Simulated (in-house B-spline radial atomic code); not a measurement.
## RPA and G0W0 on LDA VWN5: Ar⁶⁺

Configuration [Ne] 3s2, mean-field start LDA VWN5. Computed with an all-electron radial atomic-structure program (B-spline basis): all electrons, scalar-relativistic (spin-free one-electron X2C), finite nucleus, each spin shell either full or empty, empty states to l = 9 with an (l + 1/2)⁻⁴ tail; G0W0 by contour deformation at full frequency.

Command:
```bash
python run_gw.py task.json out
```
Settings (radii: box in bohr, nucleus in fm):
```
Z                        18
electrons                12
configuration            [Ne] 3s2
hamiltonian              x2c
method                   lda,vwn
lmax                     9
rms_radius               3.4274
spin_polarised           False
box_radius               9.29
intervals                68
ion_configuration        [Ne] 3s1
```

Cost of the run: 1.7 s on 1 thread of Intel(R) Xeon(R) 6975P-C, on a shared host.

Energies (hartree):

```
                                     term       value
                         mean-field total  -516.36557
Hartree-Fock functional on these orbitals  -517.48152
                      direct second order    -0.89349
                    second-order exchange     0.32931
                         SOSEX correction     0.29153
```

Problem. What is the RPA correlation energy, and what remains with SOSEX?

Solution. RPA gives -0.78432 hartree (-1.78 eV per electron); RPA + SOSEX gives -0.49279, and the second-order doubles -0.56418 hartree (no singles). RPA lacks exchange-type terms and so overcorrelates at short range.

Quasi-particle levels (eV):

```csv
level,occupied,mean field,Σx - vxc,Σc,QP weight,G0W0
3s,yes,-116.17,-6.35,?,?,?
2p,yes,-343.22,-30.31,4.69,0.937,-368.83
3p,no,-99.46,9.87,-2.22,0.945,-91.81
```

G0W0 = mean field + (Σx - vxc) + Σc, with Σc (partial-wave tail included) taken at the quasi-particle energy. Levels of low weight are left out.

Problem. Where does G0W0 put 3s?

Solution. At -125.06 eV, with Σc = -2.54 eV and a quasi-particle weight of 0.958. The tabulated removal energy is 124.41 ± 0.06 eV (NIST, semi-empirical); the calculation leaves out spin-orbit coupling, Breit and QED terms, and what these don't explain is the method's own error.

Problem. What does it cost to remove one electron (to [Ne] 3s1) by differences of total energies, each species on its own start (correlation terms add to the Hartree-Fock functional)?

Solution. LDA VWN5 124.39 eV, Hartree-Fock functional 122.24 eV, + RPA 125.00 eV, + RPA + SOSEX 124.27 eV, + second order 125.13 eV. Tabulated: 124.41 ± 0.06 eV (NIST, semi-empirical); the calculation leaves out spin-orbit coupling, Breit and QED terms, and what these don't explain is the method's own error.
